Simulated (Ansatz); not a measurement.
Reaction (ligand exchange at a Ti–Br bond): `[OH][Ti]([OH])([OH])[Br]` + NH₃ → `[NH2][Ti]([OH])([OH])[OH]` + HBr

Gas-phase electronic energies from Ansatz, PBE0-D4/def2-TZVP geometries. CCSD(T)/CBS adds triple-zeta CCSD(T) − MP2 to the extrapolated MP2 energy (def2 sets, frozen cores). This one scheme is used for every species. For Br, Ti outer-core shells are correlated without core-valence functions, which leaves a few kJ/mol of doubt a bond. Scalar relativity is left out up to krypton. Each species was taken in one conformer, which may not be the lowest.

```csv
level,ΔE (kJ/mol)
HF/def2-SVP,92.7
MP2/CBS(def2),105.1
```

Q: What does CCSD(T)/CBS give? (Estimate.)

A: Ansatz gave: +96.0 kJ/mol. The listed levels differ from it by -3.3, 9.1 kJ/mol.

Largest T1 diagnostic among the species: 0.024, so the coupled-cluster value is less sure than usual.

Leaving LDA and LC-ωPBE aside and taking each functional with its dispersion term where it has one, the values, not all of them listed here, spread over 12.9 kJ/mol, from CAM-B3LYP-D4 to PBE-QIDH. LDA lies −3.9 kJ/mol from PBE without D4. From BLYP to BHLYP (50 % exact exchange), in def2-TZVPP and without D4, ΔE moves by +4.5 kJ/mol.
